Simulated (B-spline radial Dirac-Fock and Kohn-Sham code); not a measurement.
**Elastic scattering of 91.3 keV electrons by the Rh atom**

Method: relativistic (Dirac) partial waves in the static field of the Dirac-Fock atom with Furness-McCarthy exchange, without polarisation or absorption potentials. Computed with an atomic code on a B-spline grid.

Input file task.json (cfg lists n, l and occupation; rrms is the nuclear radius in fm):

```json
{"items": [{
  "Z": 45,
  "q": 0,
  "cfg": [[1, 0, 2], [2, 0, 2], [2, 1, 6], [3, 0, 2], [3, 1, 6], [3, 2, 10], [4, 0, 2], [4, 1, 6], [4, 2, 8], [5, 0, 1]],
  "A": 103,
  "rrms": 4.4945,
  "do": "elastic",
  "energies": [[91300.0, 0]],
  "theta": [5, 10, 15, 20, 25, 30, 35, 40, 45, 50, 55, 60, 65, 70, 75, 80, 85, 90, 95, 100, 105, 110, 115, 120, 125, 130, 135, 140, 145, 150, 155, 160, 165, 170, 175]
}]}
```

Run with: `python xray2_run.py task.json out`

```tsv
θ (°)	dσ/dΩ (a₀²/sr)	Sherman function
5	1.52	0.000
10	0.151	0.001
15	0.0356	0.002
20	0.0126	0.002
25	0.00564	0.000
30	0.00293	-0.002
35	0.00168	-0.006
40	0.00104	-0.012
45	0.000685	-0.019
50	0.000471	-0.028
55	0.000337	-0.038
60	0.000249	-0.048
65	0.000188	-0.060
70	0.000146	-0.072
75	0.000116	-0.085
80	9.32e-05	-0.097
85	7.62e-05	-0.110
90	6.33e-05	-0.122
95	5.33e-05	-0.132
100	4.54e-05	-0.142
105	3.91e-05	-0.151
110	3.41e-05	-0.157
115	3.00e-05	-0.162
120	2.67e-05	-0.164
125	2.40e-05	-0.164
130	2.17e-05	-0.161
135	1.99e-05	-0.155
140	1.84e-05	-0.147
145	1.72e-05	-0.136
150	1.61e-05	-0.122
155	1.53e-05	-0.106
160	1.47e-05	-0.088
165	1.42e-05	-0.068
170	1.39e-05	-0.046
175	1.37e-05	-0.023
```

The total elastic cross section is 0.490 a₀², the first transport cross section 0.00209 a₀² and the second, weighted with (3/2) sin²θ, 0.00515 a₀². The mean deflection is ⟨1 − cos θ⟩ = 0.00426, and 0.039 % of the collisions scatter beyond 90°.

Phase shifts modulo π (rad) for κ = −1 to −5: -0.722, -1.342, 1.488, 1.286, 1.138.
